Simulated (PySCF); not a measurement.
## Simulated absorption spectrum

Species: C4H7N3O2Si.
SMILES: `COC(=O)c1ncn([SiH3])n1`

Method used: PySCF, TDDFT CAM-B3LYP/def2-SVPD, vertical, gas phase, core orbitals frozen in the response. One conformer (not necessarily the lowest) at the PBE0-D3(BJ)/def2-SVP geometry, without solvent, vibrations or thermal averaging. Torsions of this conformer, `[CH3:1][O:2][C:3](=[O:4])[c:5]1[n:6][cH:7][n:8]([SiH3:9])[n:10]1`: C1–O2–C3–O4 -1°, O2–C3–C5–N6 -4°.

Broadening: Gaussians 0.3 eV wide at half height, area fixed by f = 4.319×10⁻⁹ ∫ε dν̃. The width is an assumption, not a result. The curve ends short of the highest state used, and states not computed would add to its high-energy end.

```tsv
λ (nm)	ε (L mol⁻¹ cm⁻¹)
168.7	13188
170.8	8910
172.9	7929
175.0	6317
177.1	4992
179.2	5636
181.3	7038
183.4	7157
185.5	6728
187.6	8990
189.7	15624
191.7	23185
193.8	26755
195.9	23117
198.0	15154
200.1	7673
202.2	3073
204.3	1031
206.4	350
208.5	172
210.6	119
212.7	83
214.8	50
216.9	25
219.0	11
221.1	4
223.2	2
225.3	3
227.4	5
229.5	9
231.6	13
233.7	17
235.8	20
237.9	19
240.0	17
242.1	13
244.2	9
246.3	5
248.4	3
250.5	2
252.6	1
254.7	0
256.8	0
258.9	0
```

Problem. Where are the band maxima, and which computed states make them?

Solution. 237 nm (5.24 eV), ε about 20, made up of S1 (100%); 194 nm (6.40 eV), ε about 27000, made up of S3 (100%); 182 nm (6.80 eV), ε about 7300, made up of S5 (91%) (ε in L mol⁻¹ cm⁻¹; maxima over ε = 5, shares over 10%). At its high-energy end, 7.35 eV, the curve is still rising (ε about 13000, from S7 and S9). The states used: S1 5.24 eV (f 0.0002); S2 5.94 eV (f 0.0014); S3 6.40 eV (f 0.297); S4 6.76 eV (f 0.0036); S5 6.80 eV (f 0.074); S6 7.06 eV (f 0.0053); S7 7.18 eV (f 0.078); S8 7.31 eV (f 0.0001); S9 7.53 eV (f 0.310); S10 7.95 eV (f 0.0017).

Problem. What would ε be at 6.40 eV, the highest of these maxima, with half the width (0.15 eV)?

Solution. About 53400 L mol⁻¹ cm⁻¹ against 26800, a factor of about 1.99; a lone state at its own centre would give exactly 2.

Problem. Coming from long wavelengths, where does ε first pass 100 L mol⁻¹ cm⁻¹?

Solution. At about 212 nm (5.86 eV), 0.62 eV above S1.

Problem. On this curve, what absorbance would a 10⁻⁵ mol/L sample give at 193 nm over a 1 cm path?

Solution. 193 nm is 6.424 eV, where ε is about 26000 L mol⁻¹ cm⁻¹, so A = ε c l ≈ 0.26 (Beer–Lambert, with the gas-phase spectrum and the assumed width).

All these states lie below the vertical ionisation energy of 10.14 eV (ΔSCF).

The run took 10 min on an Arm Neoverse V1 with one thread, shared host with 32 logical CPUs at a one-minute load of 15, and the process peaked at 1.3 GiB of memory.
